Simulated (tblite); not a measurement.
Parent: `[CH2:1]=[CH:2][Si@:3]1([PH2:4])[CH2:5][CH2:6][O:7]1` with C1–C2–Si3–P4 0°, C2–Si3–P4–H -160° and -67°, C4H9OPSi.

Structures optimised with GFN2-xTB, isolated species. One conformer each, not checked by frequencies here.

```tsv
coordinate of the parent	value
C1=C2	1.322 Å
C2–Si3	1.887 Å
Si3–P4	2.243 Å
Si3–C5	1.921 Å
C5–C6	1.525 Å
C6–O7	1.426 Å
Si3–O7	1.666 Å
C1–C2–Si3	122.0°
C2–Si3–P4	109.4°
C2–Si3–C5	116.4°
C2–Si3–O7	113.9°
P4–Si3–C5	123.6°
P4–Si3–O7	111.2°
C5–Si3–O7	78.6°
Si3–C5–C6	83.6°
C5–C6–O7	101.1°
Si3–O7–C6	96.7°
```

Question: How does the shared frame change in `[CH2:1]=[C:2]([O:3][CH3:4])[Si@:5]1([PH2:6])[CH2:7][CH2:8][O:9]1` with C1–C2–O3–C4 1°, C1–C2–Si5–P6 -167°, C2–Si5–P6–H -53° and 40°, C5H11O2PSi? Atoms pair as C1 = C1, C2 = C2, Si3 = Si5, P4 = P6, C5 = C7, C6 = C8, O7 = O9 (parent first).

Answer: 
| parent | relative | value in the relative | change |
| --- | --- | --- | --- |
| C1=C2 | C1=C2 | 1.329 Å | +0.007 |
| C2–Si3 | C2–Si5 | 1.902 Å | +0.015 |
| Si3–P4 | Si5–P6 | 2.244 Å | +0.001 |
| Si3–C5 | Si5–C7 | 1.915 Å | -0.006 |
| C5–C6 | C7–C8 | 1.524 Å | -0.001 |
| C6–O7 | C8–O9 | 1.427 Å | +0.001 |
| Si3–O7 | Si5–O9 | 1.664 Å | -0.002 |
| C1–C2–Si3 | C1–C2–Si5 | 125.5° | +3.5 |
| C2–Si3–P4 | C2–Si5–P6 | 110.8° | +1.4 |
| C2–Si3–C5 | C2–Si5–C7 | 118.5° | +2.1 |
| C2–Si3–O7 | C2–Si5–O9 | 113.5° | -0.4 |
| P4–Si3–C5 | P6–Si5–C7 | 118.2° | -5.4 |
| P4–Si3–O7 | P6–Si5–O9 | 113.3° | +2.1 |
| C5–Si3–O7 | C7–Si5–O9 | 78.8° | +0.2 |
| Si3–C5–C6 | Si5–C7–C8 | 83.6° | 0.0 |
| C5–C6–O7 | C7–C8–O9 | 101.1° | 0.0 |
| Si3–O7–C6 | Si5–O9–C8 | 96.4° | -0.3 |

Of the parent's bonds, C2–Si3 changes most (+0.015 Å). Bonds of the relative outside the shared frame: C2–O3 1.365, O3–C4 1.410 Å. Point group C1 → C1.

These are computed values.
